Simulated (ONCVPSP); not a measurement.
Be: one change to an ONCV potential, before and after

* Element: beryllium (Be)
* Generator: ONCVPSP 4.0.1
* Type: optimised norm-conserving Vanderbilt (ONCV)
* Functional: PBE
* Relativity: scalar-relativistic
* Frozen core: none
* Valence charge: 4
* Reference configuration: 1s2 2s1.5 (charge +0.5)
* Partial waves: 1s+2s: rc 0.70 bohr, ncon 3, nbas 6, qcut 17.7 1/bohr, 2 projectors; p scattering state at 0.04 Ha: rc 0.55 bohr, ncon 4, nbas 7, qcut 13.4 1/bohr, 2 projectors, debl 0.7 Ha; d scattering state at 0.23 Ha: rc 0.55 bohr, ncon 4, nbas 7, qcut 16.9 1/bohr, 2 projectors, debl 3.8 Ha
* Local potential: polynomial inside 0.50 bohr (lpopt 4, dvloc0 3 Ha)
* Core correction: none

All-electron outer shells of the reference configuration (PBE, scalar-relativistic, ld1.x):

```json
{"shell": "1s", "level (eV)": "-111.59", "outermost node (bohr)": "–", "outermost maximum (bohr)": "0.27"}
{"shell": "2s", "level (eV)": "-9.50", "outermost node (bohr)": "0.59", "outermost maximum (bohr)": "1.97"}
```

Change: all radii scaled by about 0.84 (s 0.60, p 0.46, d 0.46 bohr); local potential polynomial inside 0.42 bohr (lpopt 4, dvloc0 3 Ha).

Cutoffs: the cutoffs (Ha) at which the residual kinetic energy of the hardest occupied pseudo-wave falls to 1 and 0.1 mHa per electron; they do not see the model core or the augmentation charge, which bear on the density cutoff. Errors are all-electron minus pseudo energies relative to the spin-unpolarised reference configuration.

Problem. Predict the effect on cutoff, ghosts and configuration errors.

Solution. The potential gets harder (109 Ha and 128 Ha → 121 Ha and 141 Ha); the errors of the 4 common tests hardly move; neither file shows a bound ghost. A smaller radius makes the pseudo-wave follow the all-electron one further in, where it bends more sharply, so more plane waves are needed.

| quantity | base | changed |
| --- | --- | --- |
| cutoff, loose | 109 Ha | 121 Ha |
| cutoff, tight | 128 Ha | 141 Ha |
| bound ghosts | none | none |
| GHOST(+) flags under 300 eV | none | none |
| error for 1s2 2s2, meV [ΔE -3.76 eV] | 0.0 | 0.0 |
| error for 1s2 2s1, meV [ΔE 5.79 eV] | +0.2 | +0.1 |
| error for 1s2 2s0, meV [ΔE 23.74 eV] | +2.1 | +1.8 |
| error for 1s2 2s1 2p1, meV [ΔE -0.15 eV] | +0.2 | +0.1 |
